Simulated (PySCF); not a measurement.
AlAs₂H₅, SMILES [AsH2][AlH][AsH2]. Atoms are numbered in the order given.

```xyz
8

Al     0.0000     0.0000    -0.9950
As     2.1265     0.0614     0.2136
H      2.6694    -1.1124    -0.6063
H      1.5813    -0.8462     1.3182
As    -2.1265    -0.0614     0.2136
H     -2.6694     1.1124    -0.6063
H     -1.5813     0.8462     1.3182
H      0.0000     0.0000    -2.5833
```

Geometry: B3LYP-D3(BJ)/def2-SVP. The structure was generated by enumeration; whether it is a known compound was not checked.

The numbers are results of PBE/pcSseg-1 (PySCF), not measurements.

GIAO shieldings, no solvent; atoms listed in one row are averaged. δ = σ(ref) − σ: ⁷⁵As against AsH3 (σ = 1870.9 ppm); ¹H against TMS (σ = 31.49 ppm), references at their B3LYP-D3(BJ)/def2-TZVP geometries, non-relativistic.

Estimate the chemical shifts. (An estimate is asked for; the answer gives what the named calculation found.)


```json
[
 {"nucleus": "⁷⁵As", "atoms": "As2, As5", "count": "2", "δ (ppm)": "19.7"},
 {"nucleus": "¹H", "atoms": "H8", "count": "1", "δ (ppm)": "7.43"},
 {"nucleus": "¹H", "atoms": "H3, H6", "count": "2", "δ (ppm)": "2.50"},
 {"nucleus": "¹H", "atoms": "H7, H4", "count": "2", "δ (ppm)": "2.39"}
]
```
